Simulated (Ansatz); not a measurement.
Wavefunction ladder for C2H9GeNSi, SMILES `C=C[SiH2][NH][GeH3]`

Z-matrix (Å, degrees):
```
Si
C 1 1.858
N 1 1.719 2 111.6
H 1 1.489 2 111.6 3 117.8
H 1 1.494 2 105.7 3 -124.2
C 2 1.331 1 122.2 3 121.3
H 2 1.089 1 119.4 3 -58.2
Ge 3 1.837 1 128.1 2 138.3
H 3 1.010 1 116.7 2 -53.3
H 6 1.087 2 122.6 1 -180.0
H 6 1.087 2 121.4 1 0.2
H 8 1.539 3 108.5 1 -145.1
H 8 1.543 3 111.7 1 95.1
H 8 1.534 3 107.0 1 -25.1
```

Total charge 0; spin multiplicity 1. Correlated methods freeze the filled d shell of Ge. Scalar relativity is left out up to krypton. All single points use the PBE0-D4/def2-TZVP geometry. It is one conformer, not always the lowest. Frozen core, restricted reference, the Gaussian-basis code of Ansatz.

```tsv
basis	HF (Eh)	MP2 corr.	CCSD corr.	(T)	CCSD(T) total
def2-SVP	-2499.28036	-0.63297	-0.70140	-0.02172	-2500.00348
def2-TZVPP	-2499.80602	-0.78295	-0.84269	-0.03411	-2500.68282
def2-QZVPP	-2499.86401	-0.83604	–	–	–
```
